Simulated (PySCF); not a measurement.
# Molecular orbitals of ZnB

PW91 at R = 2.271 Å; basis Zn pcseg-1, B pcseg-1; no relativity; PySCF 2.14. State: ²Π (doublet), unpaired electrons π ↑. Only the outer orbitals are listed, counted within each symmetry.

```
spin  orbital  occ.  ε (eV)  on Zn (%)           main shells (%)
   α       7σ     1  -11.77         89           87 Zn d, 10 B s
   α       3π     1  -11.49        100                  100 Zn d
   α       3π     1  -11.46        100                  100 Zn d
   α       1δ     1  -11.43        100                  100 Zn d
   α       1δ     1  -11.43        100                  100 Zn d
   α       8σ     1   -9.80         31  67 B s, 16 Zn s, 12 Zn d
   α       9σ     1   -6.01         63   62 Zn s, 19 B s, 18 B p
   α       4π     1   -3.88          7                    93 B p
   α       4π     0   -3.47          8                    92 B p
   α      10σ     0   -3.17         46  56 B p, 25 Zn s, 20 Zn p
   α       5π     0    1.24         90           90 Zn p, 10 B p
   β       7σ     1  -11.70         94                   93 Zn d
   β       3π     1  -11.50        100                  100 Zn d
   β       3π     1  -11.43        100                  100 Zn d
   β       1δ     1  -11.42        100                  100 Zn d
   β       1δ     1  -11.42        100                  100 Zn d
   β       8σ     1   -9.12         35           62 B s, 25 Zn s
   β       9σ     1   -5.70         61   59 Zn s, 27 B s, 12 B p
   β       4π     0   -3.13         10            90 B p, 9 Zn p
   β      10σ     0   -2.95         41  60 B p, 21 Zn p, 20 Zn s
   β       4π     0   -2.21         15           85 B p, 14 Zn p
```

Question: Which are the highest filled and the lowest empty level, where do they sit, and how wide is the gap?

Answer: Highest filled α 4π at -3.88 eV (in %: 93 B p); lowest empty α 4π at -3.47 eV (in %: 92 B p); the gap at PW91 is 0.41 eV. Both belong to one degenerate shell, split only by its one-sided filling, so this is no excitation gap.

The bond order (Mayer) is 0.87 and the ⟨S²⟩ is 0.758. The charge on Zn (Mulliken, basis-dependent) is 0.21. The charge on Zn (Löwdin, basis-dependent) is 0.32 and the dipole moment (positive dipole means Zn(−)B(+)) is -2.18 D.

The state is the lowest determinant that a PBE0 search found; another state may lie lower at other levels.
